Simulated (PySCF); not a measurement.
## Ionisation energy of Os³⁶⁺ by level of theory

Os³⁶⁺ [Kr] 4d4 [4d3/2^4, M_J = 0] → Os³⁷⁺ [Kr] 4d3 [4d3/2^3, M_J = 3/2], as a difference of total energies. Computed with PySCF 2.14 in an uncontracted even-tempered set (17 s from 3.9 bohr⁻², ratio 2.8; 14 p from 5.1 bohr⁻², ratio 2.8; 9 d from 5.1 bohr⁻², ratio 2.8; 3 f from 20 bohr⁻², ratio 3), with the two-component X2C-1e Hamiltonian. Correlated levels: [Ar] 3d10 frozen; the 92 highest virtual spinors dropped. "Screened" scales the spin-orbit matrix elements by Boettger's factors to mimic the two-electron term; Breit and QED terms are absent.

| method | ionisation energy (eV) |
| --- | --- |
| GHF (spin-free) | 1597.1 |
| GMP2 (spin-free) | 1597.2 |
| GHF (screened spin-orbit) | 1605.9 |
| GMP2 (screened spin-orbit) | 1606.4 |

Breit and QED terms and the two-electron picture change are absent.

The spin-free rows relax to the high-spin LS determinant and lack the spin-orbit shift.

The labels give the starting determinants; with spin-orbit coupling the two ends relaxed to ⟨J²⟩ = 0.00, ⟨L²⟩ = 2.49, ⟨S²⟩ = 2.49 and ⟨J²⟩ = 3.78, ⟨L²⟩ = 7.87, ⟨S²⟩ = 2.16.

For comparison: 1606 ± 5 eV (theoretical estimate listed by NIST; NIST Atomic Spectra Database, ionization energies).
